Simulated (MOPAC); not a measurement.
A run for MOPAC: AM1 on iminoborane (SMILES B=N), a point of a bond scan (R = 0.933 Å).

```
AM1 1SCF PRECISE CHARGE=0 THREADS=1
BH2N

B     -0.00000000 1    -0.00000000 1    -0.69205561 1
N      0.00000000 1     0.00000000 1     0.54091709 1
H     -0.00000000 1    -0.00000000 1    -1.62553931 1
H      0.00000000 1     0.00000000 1     1.53276862 1
```

Program output:

```
*******************************************************************************
 **                                                                           **
 **                              MOPAC v23.2.5                                **
 **                                                                           **
 *******************************************************************************
 ** MOPAC's Digital Object Identifier: https://doi.org/10.5281/zenodo.6511958 **
 **                                                                           **
 ** Please cite the open-source release paper for use of this MOPAC version:  **
 ** J. E. Moussa and J. J. P. Stewart (2026)                                  **
 ** MOPAC: An open-source semiempirical molecular orbital program             **
 ** J. Open Source Softw., 11(119), 8025, https://doi.org/10.21105/joss.08025 **
 *******************************************************************************

                              AM1 CALCULATION RESULTS

 *******************************************************************************
 *  AM1        - The AM1 Hamiltonian to be used
 *
 *
 *
 *                 CHARGE ON SYSTEM = 0
 *
 *
 *
 *  PRECISE    - TIGHTER CRITERIA TO BE USED
 *  1SCF       - DO 1 SCF AND THEN STOP
 *  THREADS=1  - MULTI-THREADING NOT USED
 *  T=         - A TIME OF 172800.0 SECONDS REQUESTED
 *  DUMP=N     - RESTART FILE WRITTEN EVERY 7200.0 SECONDS REQUESTED
 *******************************************************************************
AM1 1SCF PRECISE CHARGE=0 THREADS=1
 BH2N

   ATOM   CHEMICAL          X               Y               Z
  NUMBER   SYMBOL      (ANGSTROMS)     (ANGSTROMS)     (ANGSTROMS)

     1       B         -0.00000000  *  -0.00000000  *  -0.69205561  *
     2       N          0.00000000  *   0.00000000  *   0.54091709  *
     3       H         -0.00000000  *  -0.00000000  *  -1.62553931  *
     4       H          0.00000000  *   0.00000000  *   1.53276862  *



          CARTESIAN COORDINATES

    NO.       ATOM           X           Y           Z

     1         B         -0.0000     -0.0000     -0.6921
     2         N          0.0000      0.0000      0.5409
     3         H         -0.0000     -0.0000     -1.6255
     4         H          0.0000      0.0000      1.5328

  H: (AM1): M.J.S. DEWAR ET AL, J. AM. CHEM. SOC. 107 3902-3909 (1985)
  B: (AM1): M.J.S. DEWAR ET AL, ORGANOMETALLICS, 7, 513-521 (1988)
  N: (AM1): M.J.S. DEWAR ET AL, J. AM. CHEM. SOC. 107 3902-3909 (1985)

           Empirical Formula: H2 N B  =     4 atoms



      MOLECULAR POINT GROUP   :   C*v


      RHF CALCULATION, NO. OF DOUBLY OCCUPIED LEVELS = 5


 -------------------------------------------------------------------------------
 AM1 1SCF PRECISE CHARGE=0 THREADS=1
 BH2N



     1SCF WAS SPECIFIED, SO BFGS WAS NOT USED
     SCF FIELD WAS ACHIEVED


                              AM1 CALCULATION
                                                       MOPAC v23.2.5 Linux




          FINAL HEAT OF FORMATION =         30.11945 KCAL/MOL =     126.01976 KJ/MOL


          COSMO AREA              =         65.50 SQUARE ANGSTROMS
          COSMO VOLUME            =         47.52 CUBIC ANGSTROMS

          IONIZATION POTENTIAL    =         11.303557 EV
          HOMO LUMO ENERGIES (EV) =        -11.304  2.714
          NO. OF FILLED LEVELS    =          5
          MOLECULAR WEIGHT        =         26.8325         POINT GROUP:  C*v

          MOLECULAR DIMENSIONS (Angstroms)

            Atom       Atom       Distance
            H     4    H     3     3.15831
            H     4    H     3     0.00000
            B     1    N     2     0.00000


          SCF CALCULATIONS        =          1





   ATOM   CHEMICAL          X               Y               Z
  NUMBER   SYMBOL      (ANGSTROMS)     (ANGSTROMS)     (ANGSTROMS)

     1       B         -0.00000000  *  -0.00000000  *  -0.69205561  *
     2       N          0.00000000  *   0.00000000  *   0.54091709  *
     3       H         -0.00000000  *  -0.00000000  *  -1.62553931  *
     4       H          0.00000000  *   0.00000000  *   1.53276862  *

                             CARTESIAN COORDINATES

   1    B       -0.000000000    -0.000000000    -0.692055610
   2    N        0.000000000     0.000000000     0.540917090
   3    H       -0.000000000    -0.000000000    -1.625539310
   4    H        0.000000000     0.000000000     1.532768620


           Empirical Formula: H2 N B  =     4 atoms



      MOLECULAR POINT GROUP   :   C*v


                  EIGENVALUES
 -32.71566 -20.92645 -15.89451 -11.30356 -11.30356   2.71425   3.65625   3.65625
   5.61810   9.19514


              NET ATOMIC CHARGES AND DIPOLE CONTRIBUTIONS

  ATOM NO.   TYPE          CHARGE      No. of ELECS.   s-Pop       p-Pop
    1          B           0.072132        2.9279     1.16794     1.75993
    2          N          -0.515029        5.5150     1.48266     4.03237
    3          H           0.150075        0.8499     0.84992
    4          H           0.292822        0.7072     0.70718
 DIPOLE           X         Y         Z       TOTAL
 POINT-CHG.     0.000     0.000    -0.594     0.594
 HYBRID        -0.000    -0.000     0.590     0.590
 SUM           -0.000    -0.000    -0.004     0.004


          ATOMIC ORBITAL ELECTRON POPULATIONS

     Atom    s        px        py        pz
    1  B   1.16794   0.51678   0.51678   0.72636
    2  N   1.48266   1.48322   1.48322   1.06594
    3  H   0.84992
    4  H   0.70718

 **********************
 *                    *
 * JOB ENDED NORMALLY *
 *                    *
 **********************




 == MOPAC DONE ==
```

The run finished.

Cost: very roughly 0.020 core-seconds.
